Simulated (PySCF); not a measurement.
Si(F)3(vinyl) (C2H3F3Si), SMILES C=C[Si](F)(F)F. Heavy atoms are numbered as in [CH2:1]=[CH:2][Si:3]([F:4])([F:5])[F:6]. Hydrogens are named by the atom that carries them.

Coordinates come from a TPSSh-D3(BJ)/def2-SVP optimisation. One conformer was computed; it need not be the lowest.

All values below come from M06-2X/def2-TZVP in PySCF.

Atomic charges (e), one atom of each kind:

```json
[
 {"atom": "C1 (CH2)", "IAO": "-0.23", "Mulliken": "-0.23", "Löwdin": "-0.16"},
 {"atom": "C2 (CH)", "IAO": "-0.52", "Mulliken": "-0.32", "Löwdin": "-0.29"},
 {"atom": "Si3", "IAO": "1.87", "Mulliken": "1.04", "Löwdin": "-0.02"},
 {"atom": "F4", "IAO": "-0.54", "Mulliken": "-0.32", "Löwdin": "0.02"},
 {"atom": "H on C1", "IAO": "0.16", "Mulliken": "0.15", "Löwdin": "0.13"},
 {"atom": "H on C2", "IAO": "0.17", "Mulliken": "0.15", "Löwdin": "0.15"}
]
```

Computed Mayer and Wiberg (Löwdin basis) orders of the bonds:
| bond | Mayer | Wiberg |
|---|---|---|
| C1–C2 | 1.84 | 2.20 |
| C2–Si3 | 1.05 | 1.10 |
| Si3–F4 | 1.10 | 1.70 |
| Si3–F5 | 1.10 | 1.70 |
| Si3–F6 | 1.09 | 1.68 |
